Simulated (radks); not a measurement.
Species: Ca. Configuration: [Ne] 3p6 4s2 5s2 (not the ground configuration).

All-electron calculation, scalar-relativistic Kohn-Sham, exchange-only PBE, spin-unpolarised, spherical densities, finite nucleus; Fermi nuclear charge, rms radius 3.4776 fm. Program: a radial shooting solver on a logarithmic mesh with Libxc functionals.

Energy parts (Ry):
| part | energy |
|---|---|
| total | -1350.84961 |
| kinetic | 1361.37155 |
| electron-nucleus | -3181.49011 |
| Hartree | 537.68558 |
| exchange | -68.41664 |

Orbitals (lengths in bohr, moments of r in powers of bohr; r(90%) holds 90 % of the orbital's charge):
orbital,occ.,eigenvalue (Ry),<r^2>,r(90%)
1s,2,-292.5016,0.007941,0.137
2s,2,-32.50004,0.1569,0.567
2p,6,-26.66493,0.1325,0.540
3p,6,-3.55241,1.613,1.79
4s,2,-0.80162,9.815,4.28
5s,2,-0.12792,63.06,10.8

The highest occupied level is 5s at -1.740 eV. The electron density at the nucleus is 6143 e/bohr^3 (large components only).
